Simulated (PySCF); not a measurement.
ethyl methyl carbonate (C4H8O3), singlet, geometry from GFN2-xTB; PySCF with R2SCAN/STO-3G.

The PySCF input:
```python
from pyscf import gto, scf, dft

mol = gto.Mole()
mol.atom = '''
    C    -3.033521   -0.411638   -0.034809
    C    -1.770025    0.350314    0.316229
    O    -0.651619   -0.388281   -0.186657
    C     0.543142    0.144232    0.047121
    O     0.750808    1.169785    0.632152
    O     1.479415   -0.650622   -0.475858
    C     2.819482   -0.207936   -0.304952
    H    -3.010686   -1.399798    0.415705
    H    -3.899487    0.129935    0.334265
    H    -3.114096   -0.523906   -1.112223
    H    -1.766949    1.349051   -0.134229
    H    -1.660435    0.465920    1.400195
    H     3.443923   -0.972258   -0.759591
    H     2.970010    0.754233   -0.798475
    H     3.054417   -0.100063    0.755720
'''
mol.basis = 'sto-3g'
mol.charge = 0
mol.spin = 0
mol.verbose = 4
mol.build()

mf = dft.RKS(mol)
mf.xc = 'r2scan'
mf.grids.atom_grid = (99, 590)
mf.grids.prune = None
mf.kernel()
```

Q: What does PySCF print? Leave out banner, timings and long lists.

A: 
```
PySCF version 2.14.0

[INPUT] verbose = 4
[INPUT] num. atoms = 15
[INPUT] num. electrons = 56
[INPUT] charge = 0
[INPUT] spin (= nelec alpha-beta = 2S) = 0
[INPUT] symmetry False subgroup None
[INPUT] Mole.unit = angstrom
[INPUT] Symbol           X                Y                Z      unit          X                Y                Z       unit  Magmom
[INPUT]  1 C     -3.033521000000  -0.411638000000  -0.034809000000 AA   -5.732523883117  -0.777883082464  -0.065779476670 Bohr   0.0
[INPUT]  2 C     -1.770025000000   0.350314000000   0.316229000000 AA   -3.344862483633   0.661997517601   0.597586202645 Bohr   0.0
[INPUT]  3 O     -0.651619000000  -0.388281000000  -0.186657000000 AA   -1.231381447563  -0.733744749372  -0.352730609233 Bohr   0.0
[INPUT]  4 C      0.543142000000   0.144232000000   0.047121000000 AA    1.026389626749   0.272558978398   0.089045784716 Bohr   0.0
[INPUT]  5 O      0.750808000000   1.169785000000   0.632152000000 AA    1.418821492132   2.210573274624   1.194594149096 Bohr   0.0
[INPUT]  6 O      1.479415000000  -0.650622000000  -0.475858000000 AA    2.795689174573  -1.229497390617  -0.899241294183 Bohr   0.0
[INPUT]  7 C      2.819482000000  -0.207936000000  -0.304952000000 AA    5.328048793141  -0.392942091438  -0.576275761138 Bohr   0.0
[INPUT]  8 H     -3.010686000000  -1.399798000000   0.415705000000 AA   -5.689371987062  -2.645234849714   0.785568598612 Bohr   0.0
[INPUT]  9 H     -3.899487000000   0.129935000000   0.334265000000 AA   -7.368962456302   0.245541563995   0.631669303028 Bohr   0.0
[INPUT] 10 H     -3.114096000000  -0.523906000000  -1.112223000000 AA   -5.884788565604  -0.990038855016  -2.101796859442 Bohr   0.0
[INPUT] 11 H     -1.766949000000   1.349051000000  -0.134229000000 AA   -3.339049686074   2.549336918071  -0.253656047974 Bohr   0.0
[INPUT] 12 H     -1.660435000000   0.465920000000   1.400195000000 AA   -3.137767397642   0.880461195957   2.645985070985 Bohr   0.0
[INPUT] 13 H      3.443923000000  -0.972258000000  -0.759591000000 AA    6.508071264090  -1.837301342417  -1.435418956684 Bohr   0.0
[INPUT] 14 H      2.970010000000   0.754233000000  -0.798475000000 AA    5.612505487219   1.425293804109  -1.508899067312 Bohr   0.0
[INPUT] 15 H      3.054417000000  -0.100063000000   0.755720000000 AA    5.772011600216  -0.189091665202   1.428103826856 Bohr   0.0

nuclear repulsion = 320.927727391877
number of shells = 29
number of NR pGTOs = 129
number of NR cGTOs = 43
basis = sto-3g
ecp = {}

******** <class 'pyscf.dft.rks.RKS'> ********
method = RKS
initial guess = minao
damping factor = 0
level_shift factor = 0
DIIS = <class 'pyscf.scf.diis.CDIIS'>
diis_start_cycle = 1
diis_space = 8
diis_damp = 0
SCF conv_tol = 1e-09
SCF conv_tol_grad = None
SCF max_cycles = 50
direct_scf = True
direct_scf_tol = 1e-13
XC library pyscf.dft.libxc version 7.1.2
    S. Lehtola, C. Steigemann, M. J. T. Oliveira, and M. A. L. Marques,  SoftwareX 7, 1–5 (2018)
XC functionals = r2scan
    J. W. Furness, A. D. Kaplan, J. Ning, J. P. Perdew, and J. Sun,  J. Phys. Chem. Lett. 11, 8208–8215 (2020)
    J. W. Furness, A. D. Kaplan, J. Ning, J. P. Perdew, and J. Sun,  J. Phys. Chem. Lett. 11, 9248–9248 (2020)
    J. W. Furness, A. D. Kaplan, J. Ning, J. P. Perdew, and J. Sun,  J. Phys. Chem. Lett. 11, 8208–8215 (2020)
    J. W. Furness, A. D. Kaplan, J. Ning, J. P. Perdew, and J. Sun,  J. Phys. Chem. Lett. 11, 9248–9248 (2020)
radial grids:
    Treutler-Ahlrichs [JCP 102, 346 (1995); DOI:10.1063/1.469408] (M4) radial grids

becke partition: Becke, JCP 88, 2547 (1988); DOI:10.1063/1.454033
pruning grids: None
grids dens level: 3
symmetrized grids: False
atomic radii adjust function: <function treutler_atomic_radii_adjust>
User specified grid scheme (99, 590)
small_rho_cutoff = 0
Set gradient conv threshold to 3.16228e-05
Initial guess from minao.
tot grids = 876152
init E= -378.773141261503
  HOMO = -0.335541497550106  LUMO = 0.00401635791132393  gap/eV = 9.23984
cycle= 1 E= -377.512711813333  delta_E= 1.26  |g|= 0.838  |ddm|= 4.95
  HOMO = 0.038103801425252  LUMO = 0.201539273515758  gap/eV = 4.44731
cycle= 2 E= -377.080295189769  delta_E= 0.432  |g|= 1.56  |ddm|=  2.7
  HOMO = -0.0786056791306645  LUMO = 0.147341441577383  gap/eV = 6.14833
cycle= 3 E= -377.63641811795  delta_E= -0.556  |g|= 0.571  |ddm|= 2.11
  HOMO = -0.0866216559939724  LUMO = 0.153038495476619  gap/eV = 6.52148
cycle= 4 E= -377.729104741999  delta_E= -0.0927  |g|= 0.0838  |ddm|= 0.798
  HOMO = -0.0991194967803489  LUMO = 0.141481466760166  gap/eV = 6.54709
cycle= 5 E= -377.731208507736  delta_E= -0.0021  |g|= 0.00956  |ddm|= 0.108
  HOMO = -0.0983773860652635  LUMO = 0.142477501345496  gap/eV = 6.55400
cycle= 6 E= -377.731232374044  delta_E= -2.39e-05  |g|= 0.00365  |ddm|= 0.0154
  HOMO = -0.0981909262520904  LUMO = 0.142764434269468  gap/eV = 6.55673
cycle= 7 E= -377.731236257562  delta_E= -3.88e-06  |g|= 0.00102  |ddm|= 0.00615
  HOMO = -0.0982806659314818  LUMO = 0.142716376685114  gap/eV = 6.55786
cycle= 8 E= -377.731236570621  delta_E= -3.13e-07  |g|= 0.000229  |ddm|= 0.00158
  HOMO = -0.0983440277345042  LUMO = 0.142661332524345  gap/eV = 6.55809
cycle= 9 E= -377.73123658945  delta_E= -1.88e-08  |g|= 1.02e-05  |ddm|= 0.000381
  HOMO = -0.0983413464932585  LUMO = 0.142664547363316  gap/eV = 6.55810
cycle= 10 E= -377.73123658949  delta_E= -3.99e-11  |g|= 3.43e-06  |ddm|= 2.18e-05
  HOMO = -0.098341077679338  LUMO = 0.14266439244265  gap/eV = 6.55809
Extra cycle  E= -377.731236589492  delta_E= -2.39e-12  |g|= 4.44e-06  |ddm|= 9.36e-06
converged SCF energy = -377.731236589492
```
